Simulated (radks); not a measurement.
Task: These are the eigenvalues of the occupied orbitals of an atom or ion with whole-number occupations (eV). Calculated with a radial shooting solver on a logarithmic mesh with Libxc functionals: scalar-relativistic Kohn-Sham, LB94 model potential, spin-polarised, spherical densities, finite nucleus; Fermi nuclear charge, rms radius of each element as measured or else 0.836 A^(1/3) + 0.57 fm.

| orbital | eigenvalue |
|---|---|
| 1s up | -33935.68 |
| 1s down | -33928.79 |
| 2s up | -8308.116 |

Which element is it, and in what charge state? The configuration may be excited. Open shells, if any, are filled with parallel spins first.

Result: Z = 50, tin, charge +47: Sn47+ in [He] 2s1. The list shows which subshells hold electrons but not how many an open one holds; the 1s level, -1247.1 hartree, gives Z - s = 49.9 by -(Z - s)^2/2, which with screening and relativity narrows Z to a few neighbours, and the depths of the outer levels then fix element, charge and occupations together.
